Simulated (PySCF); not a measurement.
Molfile (atoms numbered from 1):
```
C4H9F3Si2
     RDKit          3D

 18 18  0  0  0  0  0  0  0  0999 V2000
    2.5246   -0.4594    1.2213 F   0  0  0  0  0  0  0  0  0  0  0  0
    1.6698    0.4187    0.6915 C   0  0  0  0  0  0  0  0  0  0  0  0
    0.8179    0.7786    1.6707 F   0  0  0  0  0  0  0  0  0  0  0  0
    2.3695    1.5082    0.3649 F   0  0  0  0  0  0  0  0  0  0  0  0
    0.9364   -0.1599   -0.5009 C   0  0  0  0  0  0  0  0  0  0  0  0
    0.0147    0.8906   -1.1436 C   0  0  0  0  0  0  0  0  0  0  0  0
   -1.6014    1.1177   -0.1386 Si  0  0  0  0  0  4  0  0  0  0  0  0
   -1.4715   -1.0287    0.7881 Si  0  0  0  0  0  4  0  0  0  0  0  0
    0.1729   -1.4373   -0.1103 C   0  0  0  0  0  0  0  0  0  0  0  0
    1.7424   -0.4183   -1.2092 H   0  0  0  0  0  0  0  0  0  0  0  0
   -0.2872    0.5161   -2.1357 H   0  0  0  0  0  0  0  0  0  0  0  0
    0.5523    1.8352   -1.3164 H   0  0  0  0  0  0  0  0  0  0  0  0
   -1.5305    2.2411    0.8412 H   0  0  0  0  0  0  0  0  0  0  0  0
   -2.7526    1.3611   -1.0612 H   0  0  0  0  0  0  0  0  0  0  0  0
   -2.5409   -1.9815    0.3575 H   0  0  0  0  0  0  0  0  0  0  0  0
   -1.3582   -1.0817    2.2753 H   0  0  0  0  0  0  0  0  0  0  0  0
    0.8170   -2.1235    0.4601 H   0  0  0  0  0  0  0  0  0  0  0  0
   -0.1028   -1.9662   -1.0374 H   0  0  0  0  0  0  0  0  0  0  0  0
  1  2  1  0
  2  3  1  0
  2  4  1  0
  2  5  1  0
  5  6  1  0
  6  7  1  0
  7  8  1  0
  8  9  1  0
  9  5  1  0
  5 10  1  0
  6 11  1  0
  6 12  1  0
  7 13  1  0
  7 14  1  0
  8 15  1  0
  8 16  1  0
  9 17  1  0
  9 18  1  0
M  END
```

Geometry: PBE0-D3(BJ)/def2-SVP; GIAO absolute shieldings from PySCF 2.14, gas phase, non-relativistic, averaged over equivalent atoms.

At PBE0/pcSseg-1 (212 basis functions, 40 s wall time on 1 thread of an Arm Neoverse V2, shared host):
```tsv
atoms	σ (ppm)
F1/F3/F4	263.9
C2	50.4
C5	140.8
C6/C9	173.0
Si7/Si8	416.5
H13/H16	27.36
H14/H15	27.44
H10	28.54
H12/H17	29.68
H11/H18	30.64
```

Question: Predict the values at B97-2/pcSseg-1 on the same geometry.

Answer: 
```json
{"atoms": "F1/F3/F4", "σ at B97-2/pcSseg-1": "265.5", "change": "+1.6"}
{"atoms": "C2", "σ at B97-2/pcSseg-1": "51.2", "change": "+0.8"}
{"atoms": "C5", "σ at B97-2/pcSseg-1": "140.4", "change": "-0.4"}
{"atoms": "C6/C9", "σ at B97-2/pcSseg-1": "172.0", "change": "-1.0"}
{"atoms": "Si7/Si8", "σ at B97-2/pcSseg-1": "419.1", "change": "+2.6"}
{"atoms": "H13/H16", "σ at B97-2/pcSseg-1": "27.55", "change": "+0.19"}
{"atoms": "H14/H15", "σ at B97-2/pcSseg-1": "27.64", "change": "+0.20"}
{"atoms": "H10", "σ at B97-2/pcSseg-1": "28.65", "change": "+0.11"}
{"atoms": "H12/H17", "σ at B97-2/pcSseg-1": "29.79", "change": "+0.11"}
{"atoms": "H11/H18", "σ at B97-2/pcSseg-1": "30.76", "change": "+0.12"}
```

The largest change is at Si7/Si8 (silicon bonded to C, Si, 2 H, in a 5-membered ring). Cost: 212 basis functions, 44 s wall time on 1 thread of an Arm Neoverse V2, shared host. The order of the carbon signals is the same at both levels.
